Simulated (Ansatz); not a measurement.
Reaction (formal exchange of groups at the Si–Sn bond): `[F][Sn]([F])([F])[SiH3]` + `C[SiH2]Cl` → `[SiH3]C[SiH2]Cl` + `[F][SnH]([F])[F]`

Computed with Ansatz on PBE0-D4/def2-TZVP structures; ΔE is electronic, products minus reactants. CBS: MP2 limit from def2 TZ/QZ plus the TZ coupled-cluster correction, frozen cores. DFT in def2-TZVPP. B3LYP here is the variant with VWN-RPA as its local correlation; programs differ in this. HSE06 is defined as in plane-wave codes. Elements past krypton have def2 core potentials. For Sn outer-core shells are correlated without core-valence functions, which leaves a few kJ/mol of doubt a bond. One conformer a species, not always the lowest.

`[F][Sn]([F])([F])[SiH3]`:

Z-matrix (Å, degrees):
```
Sn
F 1 1.903
F 1 1.903 2 103.4
F 1 1.903 2 103.4 3 107.5
Si 1 2.560 2 114.9 3 -126.1
H 5 1.479 1 106.6 2 -179.7
H 5 1.480 1 106.5 2 -59.7
H 5 1.480 1 106.3 2 60.3
```

`C[SiH2]Cl`:

Cartesian coordinates in Å:
```
C -0.319 0.715 0.639
Si 0.145 -0.586 -0.602
Cl 2.035 -1.297 -0.186
H -1.320 1.098 0.423
H 0.384 1.549 0.607
H -0.319 0.302 1.650
H 0.175 -0.037 -1.980
H -0.781 -1.743 -0.551
```

`[SiH3]C[SiH2]Cl`:

Z-matrix (Å, degrees):
```
Si
C 1 1.877
H 1 1.486 2 110.5
H 1 1.487 2 110.2 3 120.2
H 1 1.487 2 110.2 3 -120.2
Si 2 1.856 1 114.4 3 -179.9
H 2 1.095 1 108.8 3 -58.2
H 2 1.095 1 108.8 3 58.4
Cl 6 2.062 2 110.3 1 -179.8
H 6 1.483 2 111.0 1 -61.0
H 6 1.483 2 111.0 1 61.5
```

`[F][SnH]([F])[F]`:

```xyz
5

F    -0.214   -1.704    0.677
Sn   -0.010    0.081    0.087
F    -1.284    0.287   -1.296
F     1.667    0.118   -0.785
H    -0.159    1.219    1.316
```

| level | ΔE (kJ/mol) |
| --- | --- |
| LDA (SPW92) | 51.5 |
| HSE06-D4 | 51.1 |
| B3LYP | 57.2 |
| RPA@PBE/def2-TZVPP | 38.7 |
| MP2/def2-SVP | 38.5 |
| CCSD(T)/def2-SVP | 43.9 |
| MP2/def2-TZVPP | 40.8 |
| CCSD(T)/def2-TZVPP | 41.0 |

Problem. What does CCSD(T)/CBS give? (Best estimate.)

Solution. Ansatz gave: +47.0 kJ/mol. The listed levels differ from it by 4.5, 4.1, 10.2, -8.3, -8.5, -3.1, -6.2, -6.0 kJ/mol.

Largest T1 diagnostic among the species: 0.015.

From BLYP to BHLYP (50 % exact exchange), in def2-TZVPP and without D4, ΔE moves by −12.1 kJ/mol. The D4 term adds −3.9 kJ/mol with B3LYP and −2.1 kJ/mol with PBE0; it sums over pairs of atoms, weighted by their polarisabilities, and B3LYP, whose exchange is more repulsive, gets the larger term. At CCSD(T), def2-SVP lies −3.1 kJ/mol from the extrapolated value and def2-TZVPP −6.0 kJ/mol.
